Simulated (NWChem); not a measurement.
System: KOH; SMILES [OH][K]

NWChem input:

```
start job
memory heap 200 mb stack 700 mb global 900 mb
geometry units angstroms noautosym nocenter noautoz
  K     -0.106184    -0.819317     0.000000
  O      0.219907     1.387245     0.000000
  H      0.360833     2.341621     0.000000
end
basis spherical
  K library sto-3g
  O library sto-3g
  H library sto-3g
end
dft
  xc hfexch
  iterations 150
end
property
  shielding
end
task dft property
```

Excerpt of the output:

```
             Northwest Computational Chemistry Package (NWChem) 7.3.0
             --------------------------------------------------------

                             Geometry "geometry" -> ""
                             -------------------------

 Output coordinates in angstroms (scale by  1.889725989 to convert to a.u.)

  No.       Tag          Charge          X              Y              Z
 ---- ---------------- ---------- -------------- -------------- --------------
    1 K                   19.0000    -0.10618400    -0.81931700     0.00000000
    2 O                    8.0000     0.21990700     1.38724500     0.00000000
    3 H                    1.0000     0.36083300     2.34162100     0.00000000

 Effective nuclear repulsion energy (a.u.)      43.5958294723

  xc_inp: hfexch multiplicative factor not found.
                              NWChem Property Module
                              ----------------------

  itol2e modified to match energy
  convergence criterion.

                                 NWChem DFT Module
                                 -----------------

 Summary of "ao basis" -> "ao basis" (spherical)
 ------------------------------------------------------------------------------
       Tag                 Description            Shells   Functions and Types
 ---------------- ------------------------------  ------  ---------------------
 K                           sto-3g                  7       13   4s3p
 O                           sto-3g                  3        5   2s1p
 H                           sto-3g                  1        1   1s

  itol2e modified to match energy
  convergence criterion.

            General Information
            -------------------
          SCF calculation type: DFT
          Wavefunction type:  closed shell.
          No. of atoms     :     3
          No. of electrons :    28
           Alpha electrons :    14
            Beta electrons :    14
          Charge           :     0
          Spin multiplicity:     1
          Use of symmetry is: off; symmetry adaption is: off
          Maximum number of iterations: 150
          AO basis - number of functions:    19
                     number of shells:    11
          Convergence on energy requested:  1.00D-07
          Convergence on density requested:  1.00D-05
          Convergence on gradient requested:  5.00D-04

              XC Information
              --------------
                     Hartree-Fock (Exact) Exchange  1.000

[...]

          -----------------------------------------
          Chemical Shielding Tensors (GIAO, in ppm)
          -----------------------------------------

                                NWChem CPHF Module
                                ------------------

  scftype          =     RHF
  nclosed          =       14
  nopen            =        0
  variables        =       70
  # of vectors     =        3
  tolerance        = 0.10D-03
  level shift      = 0.00D+00
  max iterations   =       50
  max subspace     =       30

 SCF residual:    1.1548438263941787E-005

Iterative solution of linear equations
  No. of variables       70
  No. of equations        3
  Maximum subspace       30
        Iterations       50
       Convergence  1.0D-04

   iter   nsub   residual    time
   ----  ------  --------  ---------
     1      3    1.12D+00       0.9
     2      6    3.70D-01       1.0
     3      9    1.26D-01       1.2
     4     12    3.14D-02       1.3
     5     15    5.16D-03       1.5
     6     18    6.72D-04       1.6
     7     21    8.88D-05       1.7

      Atom:    1  K
        Diamagnetic
   1316.5942      0.1827     -0.0000
      0.1827   1317.8030     -0.0000
     -0.0000     -0.0000   1316.5672

        Paramagnetic
    -86.0121     12.6986      0.0000
     12.6986     -1.8748     -0.0000
      0.0000     -0.0000    -87.9022

        Total Shielding Tensor
   1230.5820     12.8813      0.0000
     12.8813   1315.9282     -0.0000
      0.0000     -0.0000   1228.6649

           isotropic =    1258.3917
          anisotropy =      89.1574

          Principal Components and Axis System
                 1           2           3
             1317.8300   1228.6802   1228.6649

      1         0.1461      0.9893     -0.0000
      2         0.9893     -0.1461      0.0000
      3         0.0000      0.0000      1.0000

      Atom:    2  O
        Diamagnetic
    369.2042      7.2939     -0.0000
      7.2939    417.4958     -0.0000
     -0.0000     -0.0000    368.1266

        Paramagnetic
    261.2368    -38.6370     -0.0000
    -38.6370      5.7144      0.0000
     -0.0000      0.0000    266.9472

        Total Shielding Tensor
    630.4410    -31.3431     -0.0000
    -31.3431    423.2102      0.0000
     -0.0000      0.0000    635.0738

           isotropic =     562.9083
          anisotropy =     108.2542

          Principal Components and Axis System
                 1           2           3
              635.0778    635.0738    418.5734

      1         0.9892      0.0000      0.1463
      2        -0.1463     -0.0000      0.9892
      3        -0.0000      1.0000      0.0000

      Atom:    3  H
        Diamagnetic
     25.5673      3.5250     -0.0000
      3.5250     48.9138     -0.0000
     -0.0000     -0.0000     25.0467

        Paramagnetic
     17.3593     -2.5658      0.0000
     -2.5658      0.3792     -0.0000
      0.0000     -0.0000     17.7386

        Total Shielding Tensor
     42.9265      0.9592      0.0000
      0.9592     49.2930     -0.0000
      0.0000     -0.0000     42.7852

           isotropic =      45.0016
          anisotropy =       6.6492

          Principal Components and Axis System
                 1           2           3
               49.4344     42.7852     42.7851

      1         0.1458      0.0000      0.9893
      2         0.9893     -0.0000     -0.1458
      3         0.0000      1.0000     -0.0000
```

Level: Hartree-Fock/STO-3G, GIAO. STO-3G and 3-21G are far too small for this property and stand as cheap habits. The geometry was optimised at B3LYP/6-31G* (spherical d). The printed shielding anisotropy is the first printed principal value minus the mean of the other two.
